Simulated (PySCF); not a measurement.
## Electron correlation in O (oxygen, neutral)

[He] 2s2 2p4, high-spin 3P determinant. Calculation: PySCF 2.14, in Sapporo-DZP-2012 (4s3p1d, 18 functions); scalar relativity by spin-free X2C-1e. Frozen: 1s2; 6 electrons correlated.

MP2 pair energies summed by pair of shells (mhartree):

```
 pair  energy  share (%)
2p-2p  -53.79       48.0
2s-2p  -49.96       44.6
2s-2s   -8.37        7.5
```

Total MP2 correlation energy: -112.12 mhartree.

Same-spin part -29.55 and opposite-spin part -82.56 mhartree; SCS-MP2 scales them by 1/3 and 6/5 to -108.93 mhartree.

| level | correlation energy (mhartree) |
| --- | --- |
| CCSD | -128.13 |
| (T) | -0.95 |
| CCSD(T) | -129.08 |

Diagnostics: T1 = 0.0040, D1 = 0.0097, largest double amplitude 0.054.

Is a single reference adequate?

Yes: T1 lies below 0.03 and no double amplitude reaches 0.07.
